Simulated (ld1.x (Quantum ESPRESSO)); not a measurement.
Which change was made? (W, PAW)

tungsten (W), PAW, made with ld1.x (Quantum ESPRESSO) 7.5 (PBE, scalar-relativistic). Core [Kr] 4d10 4f14, reference 5s2 5p6 5d4 6s2 6p0. Waves: 5s (bound): rcut 1.35, rcutus 1.45 bohr; 6s (bound): rcut 1.35, rcutus 1.45 bohr; 5p (bound): rcut 2.20, rcutus 2.50 bohr; 6p (bound, empty): rcut 2.20, rcutus 2.50 bohr; 5d (bound): rcut 1.80, rcutus 2.45 bohr; 5d channel at 0.1 Ry: rcut 1.80, rcutus 2.45 bohr. Local part: all-electron potential smoothed inside 1.25 bohr (lloc = -1). Core correction: Bessel-smoothed model core inside 0.85 bohr. Augmentation charge: PSQ, inside the norm-conserving radii.

Cutoffs, loose and tight: the cutoffs (Ry, on a coarse ladder) from which the occupation-weighted sum of valence levels, in a spherical-Bessel basis at the reference potential, stays within 10 and 1 mRy of its value at 400 Ry. They do not see the model core or the augmentation charge, which bear on the density cutoff. Test errors are all-electron minus pseudo excitation energies from the reference, over the configurations 5s2 5p6 5d4 6s1 6p0; 5s2 5p6 5d4 6s0 6p0; 5s2 5p6 5d3 6s0 6p0; 5s2 5p6 5d2 6s0 6p0; 5s2 5p5 5d4 6s2 6p0; 5s2 5p6 5d4 6s0 6p2; 5s2 5p6 5d5 6s1 6p0; variants that change the core or the reference have their own tests. The largest error is taken over the tests solved by every variant that gives reliable tests at all, those not shown here included: 5s2 5p6 5d3 6s0 6p0; 5s2 5p6 5d4 6s0 6p0; 5s2 5p6 5d4 6s1 6p0.

The base gives: outcome: generated; cutoff, loose: 25 Ry; cutoff, tight: 35 Ry; bound ghosts: none; largest test error (meV): -28.

Q: After one change the result is: outcome: generated; cutoff, loose: 25 Ry; cutoff, tight: 35 Ry; bound ghosts: d; largest test error (meV): -186. Which change was it?
A. waves 5d (bound): rcut 1.50, rcutus 1.60 bohr; 5d channel at 0.1 Ry: rcut 1.50, rcutus 1.60 bohr
B. reference 5s2 5p6 5d4 6s1 6p1
C. waves 5s (bound): rcut 1.35, rcutus 2.16 bohr; 6s (bound): rcut 1.35, rcutus 2.16 bohr
D. type ultrasoft; local potential all-electron potential smoothed inside 2.40 bohr (lloc = -1); augmentation PSQ, radius 1.50 bohr

A: B. The others give: waves 5s (bound): rcut 1.35, rcutus 2.16 bohr; 6s (bound): rcut 1.35, rcutus 2.16 bohr → outcome: failed: new_paw_hamiltonian: negative rho | type ultrasoft; local potential all-electron potential smoothed inside 2.40 bohr (lloc = -1); augmentation PSQ, radius 1.50 bohr → outcome: failed: chargeps: negative rho | waves 5d (bound): rcut 1.50, rcutus 1.60 bohr; 5d channel at 0.1 Ry: rcut 1.50, rcutus 1.60 bohr → outcome: generated; cutoff, loose: 35 Ry; cutoff, tight: 50 Ry; bound ghosts: none; largest test error (meV): -28.
